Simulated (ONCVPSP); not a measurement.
Reading a pseudo-wave (Fe)

Columns: radius, all-electron u(r) and pseudo u(r) of the 3p shell (level -68.53 eV) of iron in the configuration [Ne] 3s2 3p6 3d6 4s1; Wu-Cohen, scalar-relativistic, ONCV scheme, ONCVPSP 4.0.1.

| r (bohr) | all-electron | pseudo |
| --- | --- | --- |
| 0.082 | -0.4600 | 0.0433 |
| 0.165 | -0.5857 | 0.1673 |
| 0.248 | -0.2694 | 0.3503 |
| 0.330 | 0.1792 | 0.5587 |
| 0.413 | 0.5894 | 0.7653 |
| 0.495 | 0.8858 | 0.9381 |
| 0.578 | 1.0681 | 1.0626 |
| 0.660 | 1.1501 | 1.1287 |
| 0.742 | 1.1597 | 1.1412 |
| 0.825 | 1.1195 | 1.1086 |
| 0.908 | 1.0485 | 1.0437 |
| 0.990 | 0.9621 | 0.9605 |
| 1.072 | 0.8692 | 0.8688 |
| 1.155 | 0.7748 | 0.7748 |
| 1.238 | 0.6843 | 0.6843 |
| 1.320 | 0.6008 | 0.6008 |
| 1.402 | 0.5244 | 0.5244 |
| 1.485 | 0.4547 | 0.4547 |
| 1.568 | 0.3928 | 0.3928 |
| 1.650 | 0.3387 | 0.3387 |
| 1.733 | 0.2907 | 0.2907 |
| 1.815 | 0.2494 | 0.2494 |
| 1.898 | 0.2131 | 0.2131 |
| 1.980 | 0.1822 | 0.1822 |
| 2.062 | 0.1555 | 0.1555 |
| 2.145 | 0.1323 | 0.1323 |

How many radial nodes do the two functions have?

The all-electron 3p function has n − l − 1 = 1; the pseudo-wave has 0, since the states of the same l below it are removed with the core.

At about which radius was the pseudo-wave matched?

1.25 bohr. The columns agree to 0.0005 from 1.07 bohr on; several derivatives are matched, so the curves merge somewhat inside the radius.

Where does each function peak?

Outermost all-electron maximum near 0.74 bohr, pseudo maximum near 0.74 bohr (to the table’s step).

Is the pseudo-wave norm-conserving?

Yes: the ONCV scheme keeps the norm inside the radius equal to the all-electron one, which fixes the energy derivative of the logarithmic derivative at the level.
